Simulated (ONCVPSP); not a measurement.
## LDA (Perdew-Zunger) ONCV dataset for scandium, scalar-relativistic all-electron reference.

Input for ONCVPSP 4.0.1:

```
# ATOM AND REFERENCE CONFIGURATION
# atsym  z   nc   nv     iexc    psfile
  Sc 21.00    5    3        3      upf
#
#   n    l    f
    1    0    2.00
    2    0    2.00
    2    1    6.00
    3    0    2.00
    3    1    6.00
    3    2    1.00
    4    0    1.75
    4    1    0.25
#
# PSEUDOPOTENTIAL AND OPTIMIZATION
# lmax
    2
#
#   l,   rc,      ep,       ncon, nbas, qcut
    0    2.75    0.00    4    8    2.90
    1    3.25    0.00    3    7    2.70
    2    2.90    0.00    3    8    6.40
#
# LOCAL POTENTIAL
# lloc, lpopt,  rc(5),   dvloc0
    4    5    1.85    4.00
#
# VANDERBILT-KLEINMAN-BYLANDER PROJECTORs
# l, nproj, debl
    0    1    3.70
    1    2    1.90
    2    3    3.40
#
# MODEL CORE CHARGE
# icmod, fcfact, rcfact
    0    0.00    0.00
#
# LOG DERIVATIVE ANALYSIS
# epsh1, epsh2, depsh
   -2.00    5.00    0.02
#
# OUTPUT GRID
# rlmax, drl
    6.00    0.01
#
# TEST CONFIGURATIONS
# ncnf
    4
# nvcnf
#   n    l    f
    3
    3    2    1.00
    4    0    2.00
    4    1    0.00
#
    3
    3    2    1.00
    4    0    1.00
    4    1    0.00
#
    3
    3    2    1.00
    4    0    0.00
    4    1    0.00
#
    3
    3    2    1.00
    4    0    1.00
    4    1    1.00
#
```

Command:

```bash
oncvpsp.x < Sc.dat > Sc.out
```

The program printed (shortened: citation, most of the input echo, consistency checks and plot data are left out):

```
ONCVPSP  (Optimized Norm-Conservinng Vanderbilt PSeudopotential)
scalar-relativistic version 4.0.1

#   n    l    f        energy (Ha)
    1    0    2.00    -1.6116459E+02
    2    0    2.00    -1.7393192E+01
    2    1    6.00    -1.4272158E+01
    3    0    2.00    -2.0227167E+00
    3    1    6.00    -1.2455649E+00
    3    2    1.00    -1.3678979E-01
    4    0    1.75    -1.6498358E-01
    4    1    0.25    -6.1893354E-02

Reference configufation results
  iterations    27
  all-electron total energy (Ha)   -7.62291600D+02

Begin loop to  construct optimized pseudo wave functions
and semi-local pseudopoentials for all angular momenta

Calculating optimized projector #   1

 for l=   0

    Fraction of norm inside rc  0.264392
    Optimizing pswf for qcut=   2.90 a_B^-1,  ecut=   4.21 Ha
    Residual kinetic energy error=  7.82D-06 Ha

    Energy error per electron        Cutoff
         Ha          eV             Ha
         0.01000     0.27211        1.45
         0.00100     0.02721        2.49
         0.00010     0.00272        3.41
         0.00001     0.00027        4.28

   Wellstate for l =  1  n =  7
     eigenvalue =   1.8381
     asymptotic potential =   2.3381
     half-point radius =  6.4837

Calculating optimized projector #   1

 for l=   1

    Fraction of norm inside rc  0.188085
    Optimizing pswf for qcut=   2.70 a_B^-1,  ecut=   3.64 Ha
    Residual kinetic energy error=  4.07D-06 Ha

    Energy error per electron        Cutoff
         Ha          eV             Ha
         0.01000     0.27211        0.38
         0.00100     0.02721        1.17
         0.00010     0.00272        2.50
         0.00001     0.00027        3.57

Calculating optimized projector #   2

 for l=   1

    Fraction of norm inside rc  0.171915
    Optimizing pswf for qcut=   2.70 a_B^-1,  ecut=   3.64 Ha
    Residual kinetic energy error=  1.32D-02 Ha

    Energy error per electron        Cutoff
         Ha          eV             Ha
         0.01000     0.27211        3.76
         0.00100     0.02721        7.50
         0.00010     0.00272       19.49
         0.00001     0.00027       30.03

   Wellstate for l =  2  n =  7
     eigenvalue =   3.2632
     asymptotic potential =   3.7632
     half-point radius =  5.0824

   Wellstate for l =  2  n =  9
     eigenvalue =   6.6632
     asymptotic potential =   7.1632
     half-point radius =  4.9243

Calculating optimized projector #   1

 for l=   2

    Fraction of norm inside rc  0.853643
    Optimizing pswf for qcut=   6.40 a_B^-1,  ecut=  20.45 Ha
    Residual kinetic energy error=  2.54D-08 Ha

    Energy error per electron        Cutoff
         Ha          eV             Ha
         0.01000     0.27211       10.52
         0.00100     0.02721       13.04
         0.00010     0.00272       15.19
         0.00001     0.00027       16.71

Calculating optimized projector #   2

 for l=   2

    Fraction of norm inside rc  0.199130
    Optimizing pswf for qcut=   6.40 a_B^-1,  ecut=  20.45 Ha
    Residual kinetic energy error=  1.72D-06 Ha

    Energy error per electron        Cutoff
         Ha          eV             Ha
         0.01000     0.27211       13.95
         0.00100     0.02721       16.13
         0.00010     0.00272       17.96
         0.00001     0.00027       19.60

Calculating optimized projector #   3

 for l=   2

    Fraction of norm inside rc  0.142551
    Optimizing pswf for qcut=   6.40 a_B^-1,  ecut=  20.45 Ha
    Residual kinetic energy error=  4.86D-04 Ha

    Energy error per electron        Cutoff
         Ha          eV             Ha
         0.01000     0.27211       17.64
         0.00100     0.02721       19.99
         0.00010     0.00272       41.86
         0.00001     0.00027       86.99

Construct Vanderbilt / Kleinmman-Bylander projectors

B matrix Hermiticity error, ll=   1
   1   2    2.6092E-05

  Orthonormal projector coefficients  1.2966E+00  2.9169E-01

B matrix Hermiticity error, ll=   2
   1   2   -8.2222E-05
   1   3   -1.5796E-04
   2   3   -9.0980E-05

  Orthonormal projector coefficients -5.9875E+00 -3.0748E+00 -8.9487E-01

Pseudoatom total energy   -1.567251

Diagnostic tests using Vanderbilt-Kleinman-Bylander pseudopotentials
  1 or more projectors used as specified by nproj input data

   l    rcore       rmatch      e in        delta e   norm test  slope test

   0   2.7555934   2.8392592  -0.1649836  -0.0000002   1.0000004   0.9999938

   1   3.2580564   3.3569780  -0.0618934   0.0000001   1.0000086   1.0000070
   1   3.2580564   3.3569780   1.8381066   0.0001234   1.0000572   1.0000572

   2   2.9080171   2.9963108  -0.1367898  -0.0000005   1.0000898   1.0000910
   2   2.9080171   2.9963108   3.2632102   0.0000905   1.0001324   1.0001324
   2   2.9080171   2.9963108   6.6632102   0.0006782   0.9999076   0.9999076

 Testing for bound ghosts
   n   l    E NL Schr. Eq   E Basis Diag.   E Cutoff

   1   0       -0.164984       -0.161328     24.51

   2   1       -0.061893       -0.055788     20.73

   3   2       -0.136790       -0.136553     52.45

 Testing for highly-localized positive-energy ghosts
       l    <radius>/rc     E Basis Diag.   E Cutoff

Test configuration 0

   n   l     f        eae           eps        diff
   1   0  2.0000 -161.16458936
   2   0  2.0000  -17.39319165
   2   1  6.0000  -14.27215824
   3   0  2.0000   -2.02271668
   3   1  6.0000   -1.24556489
   3   2  1.0000   -0.13678979   -0.13679032   -5.33D-07
   4   0  1.7500   -0.16498358   -0.16498376   -1.71D-07
   4   1  0.2500   -0.06189335   -0.06189323    1.19D-07

    Total energies and differences
      AE_ref= -7.62291600D+02  AE_tst= -7.62291600D+02  dif=  0.00D+00
      PS_ref= -1.56725070D+00  PS_tst= -1.56725070D+00  dif= -3.11D-15
      PSP excitation error=  3.11D-15

Test configuration 1

   n   l     f        eae           eps        diff
   1   0  2.0000 -161.15208803
   2   0  2.0000  -17.38102968
   2   1  6.0000  -14.25998985
   3   0  2.0000   -2.01043077
   3   1  6.0000   -1.23334404
   3   2  1.0000   -0.12586580   -0.12570441    1.61D-04
   4   0  2.0000   -0.15795704   -0.15808880   -1.32D-04

    Total energies and differences
      AE_ref= -7.62291600D+02  AE_tst= -7.62317225D+02  dif= -2.56D-02
      PS_ref= -1.56725070D+00  PS_tst= -1.59288934D+00  dif= -2.56D-02
      PSP excitation error=  1.38D-05

Test configuration 2

   n   l     f        eae           eps        diff
   1   0  2.0000 -161.41670599
   2   0  2.0000  -17.64162224
   2   1  6.0000  -14.52093261
   3   0  2.0000   -2.27069954
   3   1  6.0000   -1.49326369
   3   2  1.0000   -0.37589082   -0.37568236    2.08D-04
   4   0  1.0000   -0.36600463   -0.36437763    1.63D-03

    Total energies and differences
      AE_ref= -7.62291600D+02  AE_tst= -7.62057511D+02  dif=  2.34D-01
      PS_ref= -1.56725070D+00  PS_tst= -1.33367858D+00  dif=  2.34D-01
      PSP excitation error=  5.17D-04

Test configuration 3

   n   l     f        eae           eps        diff
   1   0  2.0000 -161.73267627
   2   0  2.0000  -17.95183583
   2   1  6.0000  -14.83162891
   3   0  2.0000   -2.57823434
   3   1  6.0000   -1.79947683
   3   2  1.0000   -0.66616502   -0.66093745    5.23D-03

    Total energies and differences
      AE_ref= -7.62291600D+02  AE_tst= -7.61581201D+02  dif=  7.10D-01
      PS_ref= -1.56725070D+00  PS_tst= -8.62410939D-01  dif=  7.05D-01
      PSP excitation error=  5.56D-03

Test configuration 4

   n   l     f        eae           eps        diff
   1   0  2.0000 -161.20044027
   2   0  2.0000  -17.42812455
   2   1  6.0000  -14.30709271
   3   0  2.0000   -2.05797467
   3   1  6.0000   -1.28058812
   3   2  1.0000   -0.16796040   -0.16844843   -4.88D-04
   4   0  1.0000   -0.18425733   -0.18381084    4.46D-04
   4   1  1.0000   -0.07716521   -0.07704603    1.19D-04

    Total energies and differences
      AE_ref= -7.62291600D+02  AE_tst= -7.62212800D+02  dif=  7.88D-02
      PS_ref= -1.56725070D+00  PS_tst= -1.48856783D+00  dif=  7.87D-02
      PSP excitation error=  1.17D-04
```

The run took about 4.4 s on one core of a shared server CPU.
